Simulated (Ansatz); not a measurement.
Isolated molecules relaxed with PBE0-D4/def2-TZVP in Ansatz; ΔE leaves out vibrations. CCSD(T)/CBS is the MP2 limit (def2-TZVPP, def2-QZVPP) plus CCSD(T) − MP2 in def2-TZVPP, frozen cores. DFT in def2-TZVPP. For As, Se outer-core shells are correlated without core-valence functions, which leaves a few kJ/mol of doubt a bond. Scalar relativity is left out up to krypton. Each species was taken in one conformer, which may not be the lowest.

Consider the substitution at a C–Se bond: `CC([SiH3])[SeH]` + `[AsH3]` → `CC([SiH3])[AsH2]` + H₂Se.

`CC([SiH3])[SeH]`:

Cartesian coordinates in Å:
```
C -1.319 -0.703 0.423
C -0.218 -0.152 -0.472
Si 1.393 0.142 0.450
Se -0.851 1.563 -1.210
H -1.024 -1.672 0.834
H -2.253 -0.845 -0.128
H -1.523 -0.033 1.263
H -0.058 -0.822 -1.319
H 2.399 0.755 -0.456
H 1.934 -1.154 0.953
H 1.140 1.041 1.605
H 0.382 1.879 -1.943
```

`[AsH3]`:

```xyz
4

As    0.134    0.611   -0.116
H    -1.280    0.053   -0.037
H     0.595   -0.540   -0.998
H     0.551   -0.123    1.150
```

`CC([SiH3])[AsH2]`:

```xyz
13

C     0.546   -0.667    1.093
C    -0.126   -0.453   -0.258
Si    0.763    0.836   -1.297
As   -2.049    0.024   -0.144
H     0.537    0.250    1.687
H     1.591   -0.975    0.976
H     0.034   -1.438    1.676
H    -0.118   -1.383   -0.839
H     2.195    0.461   -1.455
H     0.143    0.953   -2.644
H     0.695    2.160   -0.620
H    -1.844    1.176    0.835
H    -2.367   -0.946    0.991
```

H₂Se:

Z-matrix (Å, degrees):
```
Se
H 1 1.467
H 1 1.467 2 91.2
```

(1) Is it downhill or uphill in electronic energy at CCSD(T)/CBS, and by how much? (An estimate is asked.)

(2) What do these levels give: PBE-D4, r2SCANh-D4, ωB97X-V, B2PLYP, PBE-QIDH, r2SCANh, LC-ωPBE, MP2/def2-SVP, HF/def2-TZVPP, MP2/def2-TZVPP, SCS-MP2/def2-QZVPP, CCSD/CBS(def2)? (An estimate is asked.)

Largest T1 diagnostic among the species: 0.011.

## Answers

(1) Ansatz gave: Downhill: ΔE = -13.3 kJ/mol.

(2) Ansatz gave: PBE-D4 -11.4, r2SCANh-D4 -12.6, ωB97X-V -12.8, B2PLYP -11.7, PBE-QIDH -13.6, r2SCANh -12.1, LC-ωPBE -14.1, MP2/def2-SVP -16.3, HF/def2-TZVPP -11.1, MP2/def2-TZVPP -15.0, SCS-MP2/def2-QZVPP -13.2, CCSD/CBS(def2) -13.3 kJ/mol.

In def2-TZVPP, CCSD(T) changes the Hartree–Fock value by −3.1 kJ/mol (the triples alone add +0.0 kJ/mol) and MP2 by −4.0 kJ/mol. Leaving LDA and LC-ωPBE aside and taking each functional with its dispersion term where it has one, the values, not all of them listed here, spread over 2.8 kJ/mol, from PBE-QIDH to BLYP-D4.
